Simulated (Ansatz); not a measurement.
`FC[SiH](S)Cl` → `[CH]F` + `S[SiH2]Cl`  (formal loss of a carbene)

Gas-phase electronic energies from Ansatz, PBE0-D4/def2-TZVP geometries. CCSD(T)/CBS is the MP2 limit (def2-TZVPP, def2-QZVPP) plus CCSD(T) − MP2 in def2-TZVPP, frozen cores. This one scheme is used for every species. Functionals use def2-TZVPP. B3LYP here is the variant with VWN-RPA as its local correlation; programs differ in this. One conformer a species, not always the lowest.

```tsv
level	ΔE (kcal/mol)
r2SCAN-D4	96.5
B3LYP-D4	91.4
ωB97X-V	92.3
B2PLYP	90.4
PBE	93.5
HF/def2-QZVPP	78.6
MP2/def2-QZVPP	97.0
CCSD/CBS(def2)	90.3
```

(1) What does CCSD(T)/CBS give? (Best estimate.)

Largest T1 diagnostic among the species: 0.018.

## Answers

(1) Ansatz gave: +91.1 kcal/mol. The listed levels differ from it by 5.4, 0.3, 1.2, -0.7, 2.4, -12.5, 5.9, -0.8 kcal/mol.

The D4 term adds +3.2 kcal/mol with B3LYP and +1.7 kcal/mol with PBE0; it sums over pairs of atoms, weighted by their polarisabilities, and B3LYP, whose exchange is more repulsive, gets the larger term. From PBE to PBE0 (25 % exact exchange), in def2-TZVPP and without D4, ΔE moves by +1.8 kcal/mol.
